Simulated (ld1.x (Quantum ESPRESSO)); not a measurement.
# Transferability test, PAW potential for He

```
Element                 : helium (He)
Generator               : ld1.x (Quantum ESPRESSO) 7.5
Type                    : PAW
Functional              : LDA (PZ)
Relativity              : non-relativistic
Frozen core             : none
Valence charge          : 2
Reference configuration : 1s1.75 (charge +0.25)
Partial waves           : 1s (bound): rcut 0.65, rcutus 0.80 bohr; 1s channel at -0.45 Ry: rcut 0.65, rcutus 0.80 bohr
Local potential         : all-electron potential smoothed inside 0.65 bohr (lloc = -1)
Core correction         : none
Augmentation charge     : BESSEL, radius 0.55 bohr
```

Energies are relative to the spin-unpolarised reference configuration 1s1.75; without spin polarisation the order of configurations can differ from experiment. Spin-polarised rows fill each open shell by Hund’s rule, majority spin first.

```
  valence configuration  charge  ΔE all-electron (eV)  error AE − PS (meV)
                    1s2       0                -4.516                  0.0
                    1s1      +1                21.968                 -0.4
1s1.75 (spin-polarised)   +0.25                -0.076                  0.0
   1s1 (spin-polarised)      +1                19.768                 -1.1
```

Task: What are ΔE and the potential's error for 1s1.5?

Result: ΔE = 5.858 eV all-electron; the error (AE − PS) is 0.0 meV.

Levels in the configuration 1s1.75 (spin-polarised):

```json
{"level": "1s up", "all-electron (eV)": "-21.254", "pseudo (eV)": "-21.254"}
{"level": "1s down", "all-electron (eV)": "-20.032", "pseudo (eV)": "-20.032"}
```
